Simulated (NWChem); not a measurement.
Si2H4, singlet; SMILES [SiH][SiH3]

Program: NWChem. Low-valent species are run as closed-shell singlets; no triplet was tried in these runs. The geometry was optimised at PBE0/def2-SVP. Vertical excitations in the gas phase; the lowest state need not have the same character in each row.

For level PBE0/def2-SVPD, TDA:

```
Property          Value
----------------  -----
orbital gap (eV)   3.28
```

Task: Estimate the same quantities for level CAM-B3LYP/def2-SVPD, TDA.

Result: 
- orbital gap (eV) = 5.65
